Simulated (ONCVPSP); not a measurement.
chromium (Cr), ONCV: configuration errors across variants

```
Element                 : chromium
Generator               : ONCVPSP 4.0.1
Type                    : optimised norm-conserving Vanderbilt (ONCV)
Functional              : revPBE
Relativity              : fully relativistic
Frozen core             : [Ne]
Valence charge          : 14
Reference configuration : 3s2 3p6 3d4.5 (charge +1.5)
Partial waves           : 3s: rc 1.35 bohr, ncon 4, nbas 9, qcut 7.7 1/bohr, 1 projector; 3p: rc 1.45 bohr, ncon 4, nbas 8, qcut 10.8 1/bohr, 2 projectors, debl 0.5 Ha; 3d: rc 1.40 bohr, ncon 4, nbas 9, qcut 12.1 1/bohr, 2 projectors, debl 2.8 Ha
Local potential         : polynomial inside 1.00 bohr (lpopt 5, dvloc0 1 Ha)
Core correction         : polynomial model core, fcfact 0.6
```

Open shells are filled in proportion to 2j + 1.

In the p channel the program set the typed energies aside and used -2.153, 0.250 Ha (j = l + 1/2; the other j can differ).

All-electron excitation energies from the reference (eV): (1) 3s2 3p6 3d5 4s1 -13.131; (2) 3s2 3p6 3d5 -6.343; (3) 3s2 3p6 3d4 9.595; (4) 3s2 3p6 3d4 4s1 4p1 -9.643.

1 further variants failed, have other tests or too few solved ones, and are left out.

Errors AE − PS in meV (a dash: test not solved or not reliable):

```csv
change,(1),(2),(3),(4),bound ghosts,GHOST(+) flags above zero
base,+224,+0.4,+1.9,+329,none,none
s: qcut 4.9; p: qcut 6.8; d: qcut 7.6,+395,+1.2,+4.5,+582,none,none
s: qcut 5.6; p: qcut 7.8; d: qcut 8.8,+365,+0.9,+3.4,+539,none,none
s: qcut 6.8; p: qcut 9.5; d: qcut 10.6,+286,+0.6,+2.4,+419,none,none
s: qcut 7.4; p: qcut 10.4; d: qcut 11.6,+244,+0.5,+2.0,+359,none,none
s: qcut 7.9; p: qcut 11.1; d: qcut 12.4,+213,+0.4,+1.8,+316,none,none
s: qcut 9.8; p: qcut 13.7; d: qcut 15.4,+127,+0.3,+1.1,+189,none,none
s: qcut 10.2; p: qcut 14.3; d: qcut 16.1,+115,+0.3,+1.3,+171,none,none
```

(1) Give the same row for: s: qcut 9.1; p: qcut 12.7; d: qcut 14.2.

Results:

(1) +154, +0.3, +1.3, +227; bound ghosts: none; GHOST(+) flags above zero: none.
